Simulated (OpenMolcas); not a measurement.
# Cu4+: moving or changing the point charges

Cu4+ among 4 point charges of -2 e arranged as a tetrahedron (Td), 1.87 Å from the ion.

```json
{"Program": "OpenMolcas", "Method": "CASSCF", "Basis": "ANO-RCC-VDZP [5s4p2d1f]", "Scalar Hamiltonian": "DKH2, point nucleus", "Active space": "7 electrons in 5 orbitals (3d)", "State averaging": "2S+1 = 4 even, 10 roots; 2S+1 = 2 even, 40 roots", "Spin-orbit coupling": "state interaction with AMFI integrals over the reference wave functions"}
```

Runs around this geometry, states (labels of Td). Energies in cm-1 above the lowest state or level, χT in cm3 K/mol.

```
R (Å)  q (e)  Ground state  First state of that spin  First gap with spin-orbit (degeneracies)  χT at 300 K  First state of another spin
 1.87     -1           4A2                 4T2 582.6                              413.1 (4, 4)        5.161                    2A1 24700
 1.75     -2           4A2                  4T2 1483                               1179 (4, 4)        4.346                     2E 25466
 1.87     -2           4A2                  4T2 1106                              844.5 (4, 4)        4.643                     2E 25183
 2.06     -2           4A2                 4T2 714.0                              516.9 (4, 4)        5.022                    2A1 24834
```

Taking the first state of the same spin as R^-n, n = -ln(714 / 1483) / ln(2.06 / 1.75) = 4.5 between the shortest and longest distance.

Scaling the charges by -1 / -2 = 0.50 scales the first state of the same spin by 582.6 / 1106 = 0.53; with fixed orbitals a first-order splitting would follow the charge.

Without dynamic correlation the repulsion within the d shell is too large (B by tens of per cent), so at a given field states of lower spin stand too high. The ground term spreads over less than 5000 cm-1, several times less than with real ligands, so orbital moments are less quenched and χT lies further from the spin-only value than at real sites. Spin-orbit coupling mixes the spin-free states strongly: the lowest level takes only 51 % from its leading state, 4A2 (figures for R = 1.87, q = -1; the like holds for R = 1.87, q = -2, R = 2.06, q = -2). Point charges carry no covalency, so the field is a model and not that of real ligands. No measured value stands beside these numbers.
